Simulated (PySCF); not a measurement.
A GIAO shielding run with PySCF 2.14.0 with density-fitted response routines (density fitting, non-relativistic, gas phase) on SMILES O=C(O)[Si@@H]1CCCS1, C4H8O2SSi:

```
$ OMP_NUM_THREADS=1 python probes_run.py task.json out

{"job": {"kind": "nmr", "xc": "PBE0", "basis": "pcSseg-1"}, "charge": 0, "multiplicity": 1}
O      3.331058    -1.017173     0.993645
C      2.440568    -0.418105     0.451020
O      2.660394     0.524201    -0.469603
Si     0.576207    -0.678433     0.795220
C     -0.474783    -0.723349    -0.789645
C     -1.795667    -0.054311    -0.425415
C     -1.523060     1.271980     0.258741
S     -0.351101     1.051271     1.656336
H      3.612718     0.666251    -0.610714
H      0.409995    -1.827119     1.679204
H      0.010720    -0.165972    -1.593104
H     -0.646291    -1.734990    -1.151790
H     -2.355818    -0.699786     0.253977
H     -2.409506     0.120657    -1.312493
H     -1.067875     1.984681    -0.428332
H     -2.425157     1.709142     0.681540
```

Hardware: 1 thread of an Arm Neoverse N1, shared host. The job also computes population analyses, field gradients, ring-centre shieldings.

Problem. How large is the calculation?

Solution. 78 electrons, 190 basis functions and 1032 auxiliary functions.

Problem. How long does it take, and how much memory does it need?

Solution. 46 s of wall time, with 14 SCF cycles and 5 response iterations; peak memory 0.9 GiB. Times on a shared host scatter by some tens of per cent.
